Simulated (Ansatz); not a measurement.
Abridged output of a molecular run in Ansatz:

```
Functional definition: HF
1759 factors; integrals over basis functions are off by at most 9.9e-4 eV
mean field evaluation 1: about -20798.7036 eV, gradient 3.8e1 eV
mean field evaluation 2: about -20798.8871 eV, gradient 3.9e1 eV
mean field evaluation 4: about -20802.2829 eV, gradient 3.9e0 eV
mean field evaluation 8: about -20802.3394 eV, gradient 2.5e-1 eV
mean field -20802.33967876 eV, -764.4718828621 hartree, gradient 8.2e-6 eV, S^2 0.000000; 0 other end points of the search recorded, 0 dependent functions left out
12 core orbitals not correlated: weight in the atoms' cores, before any rotation towards them, 1.000 or more for the frozen orbitals, at most 0.000 for the correlated occupied ones
reference -20802.33967876 eV, -764.4718828621 hartree; 21, 21 occupied and 236, 236 virtual orbitals, 1759 factors
second order -33.17641263 eV of doubles, -0.00000000 eV of singles
cycle   1  -32.47127953 eV  change    7.1e-1 eV  update   1.1e-1
cycle   2  -33.20453387 eV  change   -7.3e-1 eV  update   3.0e-2
cycle   3  -33.32557074 eV  change   -1.2e-1 eV  update   1.4e-2
cycle   4  -33.30348131 eV  change    2.2e-2 eV  update   3.0e-3
cycle   5  -33.30268452 eV  change    8.0e-4 eV  update   1.3e-3
cycle   6  -33.30362516 eV  change   -9.4e-4 eV  update   3.5e-4
cycle   7  -33.30335979 eV  change    2.7e-4 eV  update   1.3e-4
cycle   8  -33.30325236 eV  change    1.1e-4 eV  update   4.0e-5
cycle   9  -33.30327469 eV  change   -2.2e-5 eV  update   1.6e-5
perturbative correction -1.00285559 eV, -0.0368542633 hartree
Total energy: -20836.64580904 eV, -765.7326098966 hartree
```

Its atoms:

Cartesian coordinates in Å:
```
C 0.342 0.931 -1.034
C 0.607 0.304 0.331
Si -0.508 -1.109 0.776
F -0.358 -2.269 -0.311
I -2.842 -0.405 0.783
H 0.445 0.197 -1.836
H 1.045 1.743 -1.235
H -0.668 1.343 -1.092
H 0.518 1.050 1.129
H 1.631 -0.086 0.389
H -0.212 -1.699 2.100
```

Task: Which basis set was used?
A. def2-TZVPPD
B. def2-SVP
C. def2-TZVPP
D. def2-QZVPP

Result: C. It gives 269 functions.

Task: Write the keys of the input that set method, charge and spin (a neutral closed shell needs none for the last two).

Result: 
```yaml
correlation: {method: ccsd_t}
```
